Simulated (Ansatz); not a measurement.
System: C₆H₇ (charge 0, doublet). It need not be the lowest isomer of its formula. 
Coordinates optimised at B3LYP-D3(BJ)/def2-TZVP (Ansatz, a quantum-chemistry and plane-wave program):
SMILES: [C]1CC(=CC=1)C
```xyz
13

C     -2.1008     0.2391    -0.1404
C     -0.6199     0.1126    -0.0385
C      0.2969     1.0883     0.0990
C      1.6613     0.5183     0.1610
C      1.5204    -0.7987     0.0575
C      0.0994    -1.2267    -0.0791
H     -2.4760    -0.1758    -1.0809
H     -2.6069    -0.2991     0.6668
H     -2.4058     1.2852    -0.0895
H      0.0838     2.1479     0.1579
H      2.5701     1.0908     0.2694
H     -0.0886    -1.7616    -1.0153
H     -0.2196    -1.8851     0.7349
```
Charge 0, spin multiplicity 2.

Total electronic energies in hartree. Correlated levels leave the core frozen unless marked. Open shells are spin-unrestricted. No spin-orbit coupling. Non-relativistic. Basis-set limits of correlation are two-point, X^-3; Hartree-Fock from the larger set. [CCSD(T)-MP2]/basis is that difference in the basis named.

The UHF reference is spin-contaminated (<S^2> 0.51 over the pure value in the largest basis). 

```tsv
level	program	energy (Eh)
HF/cc-pwCVTZ	Ansatz	-231.26661
HF/cc-pVQZ	Ansatz	-231.27914
RI-HF/cc-pVQZ	Ansatz	-231.27900
PBE/def2-TZVPD	Ansatz	-232.49671
revPBE-D4/def2-TZVPD	Ansatz + dftd4	-232.78317
B97M-V/def2-TZVPD	Ansatz	-232.82053
PBE0/def2-SVP	Ansatz	-232.28032
PBE0-D3(BJ)/def2-TZVP	Ansatz + dftd3	-232.53523
PBE0-D3(BJ)/def2-TZVPD	Ansatz + dftd3	-232.53590
PBE0/def2-TZVP	Ansatz	-232.52583
BHLYP-D4/def2-TZVPD	Ansatz + dftd4	-232.67555
BHLYP/def2-TZVPD	Ansatz	-232.66360
HSE06-D4/def2-TZVPD	Ansatz + dftd4	-232.52093
B2GP-PLYP-D3(BJ)/def2-TZVPD	Ansatz + dftd3	-232.54470
PBE-QIDH/def2-TZVPD	Ansatz	-232.47830
SCS-MP2/cc-pwCVTZ	Ansatz	-232.17580
CCSD/CBS(cc-pVTZ,cc-pVQZ)	Ansatz	-232.3340
CCSD(T)/STO-3G	Ansatz	-228.79485
CCSD(T)/cc-pVDZ	Ansatz	-232.05855
CCSD(T)/cc-pwCVTZ	Ansatz	-232.29859
CCSD(T) with core electrons/cc-pwCVTZ	Ansatz	-232.58938
RI-MP2/CBS(cc-pVTZ,cc-pVQZ)+[CCSD(T)-MP2]/cc-pVQZ	Ansatz	-232.3935
CCSD(T)/CBS(cc-pVTZ,cc-pVQZ)	Ansatz	-232.3890
```

Totals of different functionals don't rank their quality; only differences between species are comparable.
